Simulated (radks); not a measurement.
Tm68+, 1 electrons, occupied as 1s1. Method: non-relativistic Kohn-Sham, PBE, spin-polarised, spherical densities, point nucleus; open shells are filled with parallel spins first (spin-orbit coupling, left out, can overturn this in heavy ions); relativity is left out, which matters for an element this heavy; computed with a radial shooting solver on a logarithmic mesh with Libxc functionals.

Normalised radial functions P(r) = r R(r), r in bohr:

```
   r/bohr * 1s up (the largest magnitude, 6.1, reaches the edge; | marks zero)
 0.000784 |       *
0.0009127 |        *
 0.001063 |         *
 0.001237 |           *
  0.00144 |            *
 0.001676 |              *
 0.001952 |                 *
 0.002272 |                   *
 0.002645 |                      *
 0.003055 |                         *
 0.003556 |                            *
  0.00414 |                               *
 0.004819 |                                   *
  0.00561 |                                      *
 0.006531 |                                          *
 0.007604 |                                             *
 0.008852 |                                                 *
  0.01031 |                                                   *
   0.0119 |                                                     *
  0.01385 |                                                      *
  0.01613 |                                                      *
  0.01878 |                                                    *
  0.02186 |                                                 *
  0.02545 |                                            *
  0.02963 |                                       *
  0.03449 |                                *
  0.04015 |                         *
  0.04637 |                   *
  0.05398 |            *
  0.06284 |        *
  0.07316 |    *
  0.08517 | *
```

1s up: eigenvalue -64336 eV, 0 radial nodes, <r> = 0.0217 bohr, 90 % of the charge inside 0.0386 bohr.
